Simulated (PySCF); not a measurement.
SMILES C#CC[SeH] at its PBE0/def2-SVP optimised geometry (Å):

```
8

C      0.9947    -0.2197     0.0000
C     -0.2167    -0.2197     0.0000
C     -1.6633    -0.2382     0.0089
Se    -2.4717    -1.0051    -1.6171
H      2.0690    -0.2147    -0.0047
H     -2.0690     0.7844     0.0541
H     -2.0492    -0.7844     0.8818
H     -1.8462    -2.3240    -1.4383
```

Computed with PySCF with PBE0/def2-TZVP.

Map of the Laplacian of the electron density (e/bohr⁵) on the plane z = 1.0 Å:

```
|88888888888888888888888888888|
|88888888888888888888888888888|
|88888888888888888888888888888|
|88888888888888888888888888888|
|88888888888888888888888888888|
|88888888888888888888888888888|
|88888888888888888888888888888|
|88888888888888888888888888888|
|88888888888888888888888888888|
|88888899999888888888888888888|
|88888999999999999999888888888|
|88889999999999999999998888888|
|88889999999999999999999888888|
|88889999999999999999999988888|
|88889999999999999999999988888|
|88899999999999999999999988888|
|88899996099999999999999988888|
|88899998499999999999999888888|
|88889999999999999999998888888|
|88889999999999999999988888888|
|88888999999999999988888888888|
|88888888988888888888888888888|
|88888888888888888888888888888|
|88888888888888888888888888888|
|88888888888888888888888888888|
|88888888888888888888888888888|
|88888888888888888888888888888|
|88888888888888888888888888888|
|88888888888888888888888888888|
```
Scale: ten equal steps from -1.14 (start of '0') to 0.130 (end of '9'), in the order '0123456789'; x runs from -4.50 to 4.50, y from -4.50 (bottom) to 4.50 (top).
